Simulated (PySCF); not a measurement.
Working out the ionisation energy of Pt

Pt [Xe] 4f14 5d9 6s1 (3D) → Pt⁺ [Xe] 4f14 5d9 (2D). Calculation: PySCF 2.14, in def2-SVP with the def2 core potential (60 electrons); a scalar-relativistic core potential. Frozen: 5s2 5p6. Energies in hartree (1 hartree = 27.21139 eV):

```csv
part,Pt (lower),Pt⁺ (upper)
UHF,-118.393521,-118.114988
MP2 opposite-spin,-0.127910,-0.104068
MP2 same-spin,-0.073214,-0.056966
```

Problem. What does Hartree-Fock give?

Solution. (-118.114988) − (-118.393521) = 0.278533 hartree = 7.579 eV.

Problem. What do MP2 and SCS-MP2 (6/5 opposite-spin, 1/3 same-spin) give?

Solution. The opposite-spin parts differ by 0.649 eV and the same-spin parts by 0.442 eV. MP2: 7.579 + (0.649) + (0.442) = 8.670 eV. SCS-MP2: 7.579 + 1.2 × (0.649) + (0.442)/3 = 8.505 eV.

Reference: 8.959 eV (measured; NIST Atomic Spectra Database, ionization energies), between the lowest levels; spin-orbit coupling is absent from the calculation.

A double-zeta basis recovers only part of the correlation energy.

What remains against the reference includes basis incompleteness, the frozen core and correlation beyond second order.
